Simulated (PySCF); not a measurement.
H4AlFO2Si, singlet, at a GFN2-xTB geometry (such geometries of metal compounds can be far from the true shape), atoms displaced at random by about 0.08 Å a coordinate; PySCF with HF/STO-3G, gradient.

Here is a job for PySCF.
```python
from pyscf import gto, scf

mol = gto.Mole()
mol.atom = '''
    Si   -1.52030768    0.04535043   -0.01206379
    F    -1.64326752   -1.34821954   -0.75779137
    Al    0.97546419    0.17521639    0.16335823
    O     1.31269244    1.64877758    0.99860538
    O     2.01941499   -0.89148242   -0.31219956
    H    -2.21279258    0.94039891   -1.16162007
    H    -2.38561127   -0.09346244    1.02785445
    H     1.52650566    2.47794247    1.43270447
    H     2.36784109   -1.62272606   -0.61026275
'''
mol.basis = 'sto-3g'
mol.verbose = 3
mol.build()

mf = scf.RHF(mol)
mf.conv_tol = 1e-6
mf.kernel()
g = mf.nuc_grad_method()
grad = g.kernel()
```

Question: Write the output that PySCF gives for this input, abridged.

Answer: 
```
converged SCF energy = -772.6381663573
--------------- RHF gradients ---------------
         x                y                z
0 Si    -0.0554860572    -0.0603421142     0.0856231800
1 F     0.0077532003     0.0554890003     0.0226575342
2 Al     0.0589263251    -0.1016317465    -0.0570553024
3 O     0.0153883283     0.0898026397     0.0469128784
4 O     0.0502350816    -0.1522397106    -0.0618436325
5 H    -0.0313251069     0.0259131049    -0.0604317220
6 H     0.0248789187    -0.0079139951    -0.0403903280
7 H    -0.0074228892     0.0010109466     0.0031590841
8 H    -0.0629478008     0.1499118749     0.0613683083
----------------------------------------------
```
